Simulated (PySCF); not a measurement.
# Exercise with solution: oscillator strength and radiative lifetime

C3H9FSi2, SMILES F[C@]1([SiH3])C[C@H]1[SiH3].

Geometry: r2SCAN-D4/def2-SVP. The structure was generated by enumeration; whether it is a known compound was not checked.

PySCF with TDA-B3LYP/def2-SVPD puts the first singlet state with f over 0.02 at 7.49 eV (vertical), with the transition dipole (0.547, 0.010, -0.169) in atomic units.

Q: Find the oscillator strength, the wavelength and the radiative lifetime that this transition would have in vacuum if emission retraced absorption.

A: 
|μ|² = 0.3279 au, so |μ| = 1.46 D. ΔE = 7.49/27.211 = 0.2753 hartree. f = (2/3) ΔE |μ|² = 0.060 (the program prints 0.060).
λ = 1239.84/7.49 = 166 nm; ν = 60411 cm⁻¹.
Einstein's coefficient A = 0.6670 ν² f s⁻¹ (ν in cm⁻¹) = 1.5e8 s⁻¹, so τ = 1/A = 6.8 ns. This state is S5; the lower singlets have f = 0.012, 0.003, 0.011, 0.007. The figure is the radiative limit of this one transition; relaxation, internal conversion, crossing to triplets and a medium change what is measured.
